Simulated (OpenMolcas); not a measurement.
Computed levels of 4d7 in ions with 43 electrons, in cm-1 above 4F 9/2.

```json
{"Program": "OpenMolcas", "Method": "MS-CASPT2, IPEA 0.25 Eh, imaginary shift 0.1 Eh", "Basis": "ANO-RCC-VTZP", "Scalar Hamiltonian": "DKH2, point nucleus", "Spin-orbit coupling": "RASSI with atomic mean-field integrals over the reference wave functions, term energies averaged over their components"}
```

Active space for each ion: 7 electrons in 5 orbitals (4d); closed shells correlated by CASPT2: 4s 4p.

```json
{"Level": "4F 7/2", "Rh2+": "2090", "Ag4+": "3500"}
{"Level": "4F 5/2", "Rh2+": "3420", "Ag4+": "5580"}
{"Level": "4F 3/2", "Rh2+": "4270", "Ag4+": "6860"}
{"Level": "4P 3/2", "Rh2+": "11740", "Ag4+": "14910"}
{"Level": "4P 5/2", "Rh2+": "11800", "Ag4+": "15520"}
{"Level": "4P 1/2", "Rh2+": "13190", "Ag4+": "17630"}
{"Level": "2G 9/2", "Rh2+": "13640", "Ag4+": "17500"}
{"Level": "2G 7/2", "Rh2+": "15680", "Ag4+": "20870"}
{"Level": "2H 11/2", "Rh2+": "18410", "Ag4+": "23690"}
```

Estimate 4F 3/2, 4P 3/2, 4P 5/2 for Pd3+ from its neighbours Rh2+ and Ag4+.

4F 3/2 is fine structure, which grows about as the fourth power of a screened charge, so the fourth roots are averaged: ((4270^0.25 + 6860^0.25) / 2)^4 = 5450. The calculation gives 5550, so the estimate is off by -1.8 %.
4P 3/2 is another term, which grows about linearly with the charge: (11740 + 14910) / 2 = 13325. The calculation gives 13250, so the estimate is off by +0.6 %.
4P 5/2 is another term, which grows about linearly with the charge: (11800 + 15520) / 2 = 13660. The calculation gives 13580, so the estimate is off by +0.6 %.

Mixed levels, with the weight of the term that names them: Pd3+ 4P 3/2 (70 %), Ag4+ 4P 3/2 (66 %).

Term energies are means over components that CASPT2 splits; among the terms shown or strongly mixed into the levels shown the widest spread is 810 cm-1 (4d7 4F, Rh2+). Levels of configurations with an s electron are missing; early in the row they begin among the upper levels of the d shell and mix with terms of their name (holds for Rh2+). Levels of configurations outside the active space are missing.
